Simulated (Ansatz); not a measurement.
Isolated molecules relaxed with PBE0-D4/def2-TZVP in Ansatz; ΔE leaves out vibrations. CBS: MP2 limit from def2 TZ/QZ plus the TZ coupled-cluster correction, frozen cores. This one scheme is used for every species. Functionals use def2-TZVPP. Triplets are unrestricted, without spin–orbit coupling. One conformer a species, not always the lowest.

Reaction (formal loss of a carbene): `CS[SiH2]O` → `[CH2]` (triplet) + `O[SiH2]S`

`CS[SiH2]O`:

```xyz
10

C    -1.451    0.130    0.895
S    -0.056   -1.034    0.972
Si    1.311   -0.038   -0.305
O     0.790    0.085   -1.862
H    -1.810    0.244   -0.127
H    -1.167    1.102    1.298
H    -2.249   -0.290    1.507
H     2.560   -0.833   -0.186
H     1.501    1.369    0.117
H     0.571   -0.735   -2.309
```

`[CH2]` (triplet):

Cartesian coordinates in Å:
```
C 0.225 0.155 -0.039
H 0.239 -0.753 -0.623
H -0.464 0.599 0.662
```

`O[SiH2]S`:

Cartesian coordinates in Å:
```
O 0.214 0.213 -1.472
Si -0.484 0.239 0.014
S 0.819 -0.403 1.576
H 1.060 0.654 -1.567
H -0.867 1.608 0.441
H -1.660 -0.646 -0.114
H 0.918 -1.664 1.122
```

```csv
level,ΔE (eV)
PBE-D4,4.48
BLYP,4.18
HF/def2-SVP,2.83
CCSD(T)/def2-TZVPP,4.24
```

What does CCSD(T)/CBS give? (Best estimate.)

The calculation gave: +4.38 eV. The listed levels differ from it by 0.10, -0.20, -1.55, -0.14 eV.

Largest T1 diagnostic among the species: 0.011.

In def2-TZVPP, CCSD(T) changes the Hartree–Fock value by +1.41 eV (the triples alone add +0.13 eV) and MP2 by +1.56 eV. From PBE to PBE0 (25 % exact exchange), in def2-TZVPP and without D4, ΔE moves by −0.10 eV. At CCSD(T), def2-SVP lies −0.27 eV from the extrapolated value and def2-TZVPP −0.14 eV.
